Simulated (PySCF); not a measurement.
C₃HF₃O.
SMILES with atom numbers: `[OH:1][C:2]#[C:3][C:4]([F:5])([F:6])[F:7]` (hydrogens: H8 on O1)

Computed, not measured: PBE0-D3(BJ)/def2-TZVP geometry optimisation, gas phase in PySCF 2.14.0.

Q: Give the optimised bond lengths and angles.

A: 
```csv
bond,length (Å)
O1–C2,1.291
C2≡C3,1.197
C3–C4,1.452
"C4–F5, C4–F6, C4–F7",1.339
O1–H8,0.966
```

Bonds in one row agree within 0.01 Å and their mean is given. A selection of angles:
```csv
angle,degrees
C2–O1–H8,110.9
O1–C2–C3,176.5
C2–C3–C4,179.4
C3–C4–F5,112.1
F5–C4–F6,107.0
```

All 3 C–F bonds measure 1.338 to 1.340 Å. The C–C distances run from 1.197 Å (C2≡C3, drawn triple) to 1.452 Å (C3–C4, drawn single), a spread of 0.255 Å. O1 (hydroxyl oxygen) is bent (angle 110.9°).

No PBE0-D3(BJ)/def2-TZVP frequencies stand behind this structure, so it isn't proved a minimum.
